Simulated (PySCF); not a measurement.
PySCF input for Si(H)(Cl)2(vinyl) (C2H4Cl2Si), SMILES C=C[SiH](Cl)Cl, PBE-D3(BJ)/def2-SVP. Geometry optimised at PBE-D3(BJ)/def2-SVP. The values are those of a single conformer.

```python
import numpy as np
from pyscf import gto, scf, dft, df
from pyscf.hessian import thermo

mol = gto.M(
    atom='''
    Si   -0.04776667    0.39073092    0.00000000
    Cl    1.06528751   -0.10914691    1.68180519
    Cl    1.06528748   -0.10914691   -1.68180521
    C    -1.65154001   -0.54711105    0.00000001
    C    -2.83786089    0.09361128    0.00000003
    H    -0.28559562    1.86759617    0.00000001
    H    -1.62577094   -1.65180241    0.00000001
    H    -2.90497951    1.19597348    0.00000003
    H    -3.79828990   -0.45000641    0.00000003
    ''',
    basis='def2-SVP',
    charge=0,
    spin=0,
    max_memory=1600,
    verbose=3,
)
mf = dft.RKS(mol, xc='pbe').density_fit(auxbasis='def2-universal-jkfit')
mf.disp = 'd3bj'
mf.grids.level = 3
mf.conv_tol = 1e-11
mf.max_cycle = 100
mf.kernel()

# [left out here: the lines that compute and print the analytic Hessian (its translational invariance restored by hand, since the grid's response is missing), thermochemistry and intensities]
```

Log of the run:

```
converged SCF energy = -1287.52464676867

WARN: DFTD3 does not support analytical Hessian, using finite difference


WARN: Mole.unit (angstrom) is changed to Bohr

Mode                                 0                   1                   2
Irrep
Freq [cm^-1]                       71.1795            160.3346            165.2741
Reduced mass [au]                   3.4000              2.2856              8.6121
Force const [Dyne/A]                0.0101              0.0346              0.1386
Char temp [K]                     102.4114            230.6857            237.7926
Normal mode                   x     y     z       x     y     z       x     y     z
       0  Si                 0.00 -0.00  0.05   -0.00 -0.00 -0.04   -0.07 -0.05  0.00
       1  Cl                 0.06 -0.01  0.01   -0.05 -0.02 -0.02    0.05  0.02 -0.07
       2  Cl                -0.06  0.01  0.01    0.05  0.02 -0.02    0.05  0.02  0.07
       3   C                 0.00 -0.00  0.07   -0.00 -0.00  0.16   -0.09 -0.03 -0.00
       4   C                 0.00 -0.00 -0.18   -0.00  0.00  0.02   -0.04  0.05 -0.00
       5   H                 0.00 -0.00  0.05   -0.00 -0.00 -0.09   -0.14 -0.06  0.00
       6   H                 0.00 -0.00  0.25   -0.00 -0.00  0.50   -0.16 -0.03 -0.00
       7   H                 0.00 -0.00 -0.37   -0.00  0.00 -0.30    0.04  0.06  0.00
       8   H                 0.00 -0.00 -0.21   -0.00  0.00  0.24   -0.08  0.13 -0.00
Mode                                 3                   4                   5
Irrep
Freq [cm^-1]                      176.3036            311.2662            505.4931
Reduced mass [au]                   5.2347              5.1171              2.0046
Force const [Dyne/A]                0.0959              0.2921              0.3018
Char temp [K]                     253.6616            447.8427            727.2921
Normal mode                   x     y     z       x     y     z       x     y     z
       0  Si                 0.00 -0.10 -0.00   -0.03  0.04  0.00    0.00 -0.00  0.05
       1  Cl                -0.01  0.04  0.06   -0.04 -0.01 -0.05   -0.03  0.01 -0.04
       2  Cl                -0.01  0.04 -0.06   -0.04 -0.01  0.05    0.03 -0.01 -0.04
       3   C                -0.01 -0.07  0.00    0.09 -0.08 -0.00    0.00  0.00  0.15
       4   C                 0.07  0.08  0.00    0.16  0.02 -0.00   -0.00 -0.00 -0.02
       5   H                -0.08 -0.11 -0.00   -0.13  0.02  0.00    0.00 -0.00 -0.00
       6   H                -0.13 -0.08  0.00    0.08 -0.08 -0.00    0.00  0.00 -0.28
       7   H                 0.23  0.09 -0.00    0.29  0.03  0.00   -0.00 -0.00  0.34
       8   H                -0.00  0.22  0.00    0.09  0.15 -0.00    0.00 -0.00 -0.52
Mode                                 6                   7                   8
Irrep
Freq [cm^-1]                      513.3102            584.6569            710.6639
Reduced mass [au]                   9.3507              4.2762              3.7517
Force const [Dyne/A]                1.4516              0.8612              1.1164
Char temp [K]                     738.5391            841.1912           1022.4871
Normal mode                   x     y     z       x     y     z       x     y     z
       0  Si                -0.09  0.09  0.00    0.00 -0.00 -0.13   -0.09 -0.06  0.00
       1  Cl                 0.04 -0.03  0.06    0.03 -0.02  0.05    0.01 -0.00  0.01
       2  Cl                 0.04 -0.03 -0.06   -0.03  0.02  0.05    0.01 -0.00 -0.01
       3   C                -0.02 -0.06  0.00    0.00  0.00  0.08    0.11  0.14  0.00
       4   C                 0.01  0.00 -0.00    0.00 -0.00 -0.01    0.06  0.02  0.00
       5   H                -0.21  0.07 -0.00    0.00 -0.00 -0.29   -0.15 -0.07  0.00
       6   H                -0.01 -0.06 -0.00    0.00  0.00 -0.14    0.16  0.15 -0.00
       7   H                 0.11  0.01  0.00   -0.00 -0.00  0.17   -0.20 -0.00  0.00
       8   H                -0.04  0.10 -0.00    0.00 -0.00 -0.26    0.21 -0.24 -0.00
Mode                                 9                  10                  11
Irrep
Freq [cm^-1]                      775.7485            783.1624            951.5039
Reduced mass [au]                   1.1483              1.1379              1.3493
Force const [Dyne/A]                0.4072              0.4112              0.7197
Char temp [K]                    1116.1293           1126.7963           1369.0023
Normal mode                   x     y     z       x     y     z       x     y     z
       0  Si                 0.06  0.01  0.00   -0.00 -0.00  0.06    0.00  0.00 -0.00
       1  Cl                -0.01 -0.01 -0.00    0.00 -0.01 -0.01   -0.00  0.00  0.00
       2  Cl                -0.01 -0.01  0.00   -0.00  0.01 -0.01    0.00 -0.00  0.00
       3   C                -0.00  0.02 -0.00    0.00 -0.00 -0.04   -0.00 -0.00 -0.05
       4   C                -0.02  0.01  0.00    0.00 -0.00  0.01    0.00 -0.00  0.14
       5   H                -0.90 -0.13 -0.00    0.00  0.00 -0.93   -0.00 -0.00  0.02
       6   H                -0.15  0.01  0.00    0.00 -0.00  0.04   -0.00 -0.00  0.03
       7   H                -0.11  0.01 -0.00    0.00  0.00 -0.01   -0.00 -0.00 -0.58
       8   H                 0.02 -0.07  0.00   -0.00  0.00  0.03    0.00 -0.00 -0.61
Mode                                12                  13                  14
Irrep
Freq [cm^-1]                      975.3378            994.8903           1224.1475
Reduced mass [au]                   1.1998              1.0766              1.3618
Force const [Dyne/A]                0.6725              0.6279              1.2024
Char temp [K]                    1403.2939           1431.4256           1761.2757
Normal mode                   x     y     z       x     y     z       x     y     z
       0  Si                 0.00 -0.02  0.00    0.00 -0.00 -0.00   -0.01  0.00 -0.00
       1  Cl                 0.00  0.00  0.00   -0.00  0.00 -0.00    0.00 -0.00  0.00
       2  Cl                 0.00  0.00 -0.00    0.00 -0.00 -0.00    0.00 -0.00 -0.00
       3   C                 0.02  0.07  0.00    0.00  0.00 -0.08    0.05  0.10  0.00
       4   C                -0.06 -0.06  0.00   -0.00 -0.00  0.01    0.01 -0.11 -0.00
       5   H                -0.16 -0.04 -0.00   -0.00 -0.00  0.04    0.05  0.00 -0.00
       6   H                 0.58  0.08 -0.00    0.00  0.00  0.75   -0.73  0.08 -0.00
       7   H                 0.44 -0.03 -0.00    0.00 -0.00  0.49    0.36 -0.09 -0.00
       8   H                -0.32  0.39  0.00   -0.00  0.00 -0.35   -0.12  0.14  0.00
Mode                                15                  16                  17
Irrep
Freq [cm^-1]                     1371.3874           1617.7440           2200.9452
Reduced mass [au]                   1.1763              4.7777              1.0425
Force const [Dyne/A]                1.3035              7.3669              2.9755
Char temp [K]                    1973.1211           2327.5734           3166.6702
Normal mode                   x     y     z       x     y     z       x     y     z
       0  Si                -0.01 -0.00 -0.00   -0.01 -0.00 -0.00   -0.00  0.03  0.00
       1  Cl                -0.00 -0.00  0.00   -0.00 -0.00 -0.00    0.00 -0.00 -0.00
       2  Cl                -0.00 -0.00 -0.00   -0.00 -0.00  0.00    0.00 -0.00  0.00
       3   C                 0.11 -0.03  0.00    0.18 -0.07  0.00   -0.00  0.00 -0.00
       4   C                -0.01 -0.01  0.00   -0.17  0.09  0.00    0.00 -0.00 -0.00
       5   H                 0.02 -0.01  0.00    0.02 -0.00  0.00    0.14 -0.97 -0.00
       6   H                -0.09 -0.04 -0.00   -0.08 -0.10  0.00    0.01  0.00 -0.00
       7   H                -0.63 -0.02  0.00    0.23  0.13 -0.00    0.01  0.00  0.00
       8   H                -0.35  0.55  0.00   -0.01 -0.23 -0.00    0.00 -0.00  0.00
Mode                                18                  19                  20
Irrep
Freq [cm^-1]                     3052.0237           3087.3333           3145.2149
Reduced mass [au]                   1.0591              1.0922              1.1167
Force const [Dyne/A]                5.8125              6.1338              6.5084
Char temp [K]                    4391.1826           4441.9853           4525.2640
Normal mode                   x     y     z       x     y     z       x     y     z
       0  Si                 0.00 -0.00 -0.00   -0.00 -0.00  0.00    0.00 -0.00 -0.00
       1  Cl                 0.00  0.00  0.00    0.00 -0.00  0.00   -0.00  0.00 -0.00
       2  Cl                 0.00  0.00 -0.00    0.00 -0.00 -0.00   -0.00  0.00  0.00
       3   C                -0.01 -0.01  0.00   -0.01  0.08 -0.00    0.00 -0.01  0.00
       4   C                 0.06 -0.03 -0.00    0.01 -0.02  0.00   -0.05 -0.08 -0.00
       5   H                 0.00  0.00  0.00   -0.00 -0.00 -0.00    0.00  0.00  0.00
       6   H                -0.00  0.13  0.00    0.02 -0.94  0.00   -0.00  0.13 -0.00
       7   H                -0.03  0.71 -0.00   -0.01  0.18 -0.00   -0.04  0.62  0.00
       8   H                -0.56 -0.34 -0.00    0.01  0.01  0.00    0.61  0.34 -0.00
temperature 298.1500 [K]
pressure 101325.00 [Pa]
Rotational constants [GHz] 2.32605 2.00956 1.16100
Symmetry number 1
Zero-point energy (ZPE) 0.05326 [Eh]   139831.020 [J/mol]
                           tot       elec      trans        rot        vib
Entropy [J/mol/K]       354.175      0.000    169.165    119.131     65.880
Cv [J/mol/K]             94.200      0.000     12.472     12.472     69.256
Cp [J/mol/K]            102.514      0.000     20.786     12.472     69.256
Internal energy [J/mol]                      3718.434   3718.434 150514.389
Internal energy [Eh]   -1287.46449  -1287.52465
Enthalpy [J/mol]                             6197.391   3718.434 150514.389
Enthalpy [Eh]          -1287.46354
Gibbs free energy [J/mol]                  -44239.109 -31800.402 130872.345
Gibbs free energy [Eh] -1287.50376
mode   freq/cm-1   IR/(km/mol)
   1       71.18         0.000
   2      160.33         0.030
   3      165.27         5.549
   4      176.30         2.660
   5      311.27         2.630
   6      505.49         0.488
   7      513.31        46.876
   8      584.66       129.674
   9      710.66        55.228
  10      775.75       134.534
  11      783.16       150.513
  12      951.50        28.630
  13      975.34        10.979
  14      994.89        10.259
  15     1224.15         1.095
  16     1371.39        17.872
  17     1617.74        11.042
  18     2200.95        79.878
  19     3052.02         7.848
  20     3087.33         0.124
  21     3145.21         4.224
max |gradient| / (hartree/bohr): 3.3173346472467425e-05
APT charges: [ 1.6334 -0.535  -0.535  -0.4026 -0.0117 -0.2652  0.0353  0.0353  0.0455]
```

The calculation finished and met its thresholds.
